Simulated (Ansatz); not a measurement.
Ge2Te3, relaxed as a singlet with RKS B3LYP-D4/def2-SVP in Ansatz, starting from the GFN2-xTB geometry. Force threshold 0.02 eV/Å.

In the def2 sets Te takes a core potential; there is no spin–orbit coupling. Another isomer (singlet) lies 0.08 eV lower at PBE0-D4/def2-TZVP; other spin states weren't run for this one.

Start:

Cartesian coordinates in Å:
```
Ge 1.9448 0.9344 -0.6065
Ge -1.9619 0.3646 1.0191
Te 1.2687 -1.4619 -1.0642
Te -1.2350 -1.8323 -0.0050
Te -0.0166 1.9952 0.6566
```

```json
{"step": "1", "energy (eV)": "-134915.9718", "largest force component (eV/Å)": "0.452", "SCF passes": "16"}
{"step": "2 (rejected)", "energy (eV)": "-134915.8277", "largest force component (eV/Å)": "0.735", "SCF passes": "20"}
{"step": "3", "energy (eV)": "-134916.0029", "largest force component (eV/Å)": "0.080", "SCF passes": "22"}
{"step": "4 (rejected)", "energy (eV)": "-134915.9999", "largest force component (eV/Å)": "0.063", "SCF passes": "22"}
{"step": "5", "energy (eV)": "-134916.0036", "largest force component (eV/Å)": "0.009", "SCF passes": "23"}
```

Force components are those of the run's own axes.

End:

| atom | x (Å) | y (Å) | z (Å) |
| --- | --- | --- | --- |
| Ge1 | 1.994 | 0.950 | -0.622 |
| Ge2 | -2.007 | 0.365 | 1.051 |
| Te3 | 1.285 | -1.470 | -1.070 |
| Te4 | -1.252 | -1.841 | -0.009 |
| Te5 | -0.020 | 1.996 | 0.650 |

By distances, no bond broke or formed. The bond that changes most is Ge1–Te5, from 2.56 to 2.60 Å (atoms count from 1).

No frequencies were taken in this run, so the end may be a saddle point.

It took 21 s on 4 threads of Arm Neoverse V1 on a shared host.
